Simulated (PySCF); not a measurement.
Correlation energy of Xe²⁺ (xenon, charge +2)

[Kr] 4d10 5s2 5p4, high-spin 3P determinant. All numbers are calculated (PySCF 2.14, a scalar-relativistic core potential, in def2-TZVP with the def2 core potential (28 electrons)). Frozen: 4s2 4p6 4d10; 6 electrons correlated.

MP2 pair energies summed by pair of shells (mhartree):

```csv
pair,energy,share (%)
5p-5p,-41.71,46.2
5s-5p,-41.69,46.2
5s-5s,-6.88,7.6
```

Total MP2 correlation energy: -90.27 mhartree.

Same-spin part -20.11 and opposite-spin part -70.16 mhartree; SCS-MP2 scales them by 1/3 and 6/5 to -90.90 mhartree.

```csv
level,correlation energy (mhartree)
CCSD,-108.14
(T),-2.57
CCSD(T),-110.71
```

Diagnostics: T1 = 0.0066, D1 = 0.0203, largest double amplitude 0.044.

Task: Is a single reference adequate?

Result: Yes, within this model without spin-orbit coupling: T1 lies below 0.03 and no double amplitude reaches 0.07.
